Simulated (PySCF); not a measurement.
## Nd¹⁹⁺ (neodymium, charge +19) across methods

[Kr] 4d5, high-spin 6S determinant. Calculation: PySCF 2.14, in an even-tempered Gaussian basis (20 s from 0.95 bohr⁻², ratio 2.5; 15 p from 1.2 bohr⁻², ratio 2.5; 10 d from 1.2 bohr⁻², ratio 2.5; 4 f from 6.5 bohr⁻², ratio 2.7; 4 g from 9.8 bohr⁻², ratio 2.7); the spin-free X2C one-electron Hamiltonian (Gaussian nucleus).

```json
{"method": "r2SCAN", "E (hartree)": "-9482.44", "mean ε 4p α (eV)": "-670.59", "mean ε 4p β (eV)": "-658.29", "mean ε 4d α (eV)": "-551.51", "Σ⟨r²⟩ (bohr²)": "6.817", "⟨S²⟩": "8.750"}
{"method": "UHF", "E (hartree)": "-9479.96049", "mean ε 4p α (eV)": "-698.84", "mean ε 4p β (eV)": "-674.32", "mean ε 4d α (eV)": "-568.70", "Σ⟨r²⟩ (bohr²)": "6.824", "⟨S²⟩": "8.750"}
{"method": "LDA", "E (hartree)": "-9474.46", "mean ε 4p α (eV)": "-665.40", "mean ε 4p β (eV)": "-657.03", "mean ε 4d α (eV)": "-549.62", "Σ⟨r²⟩ (bohr²)": "6.818", "⟨S²⟩": "8.750"}
{"method": "PBE0", "E (hartree)": "-9482.06", "mean ε 4p α (eV)": "-674.65", "mean ε 4p β (eV)": "-661.75", "mean ε 4d α (eV)": "-554.96", "Σ⟨r²⟩ (bohr²)": "6.816", "⟨S²⟩": "8.750"}
{"method": "PBE", "E (hartree)": "-9481.99", "mean ε 4p α (eV)": "-666.02", "mean ε 4p β (eV)": "-656.78", "mean ε 4d α (eV)": "-549.83", "Σ⟨r²⟩ (bohr²)": "6.816", "⟨S²⟩": "8.750"}
```

Spin-orbit coupling, which splits the p, d and f shells strongly at this Z, is absent.
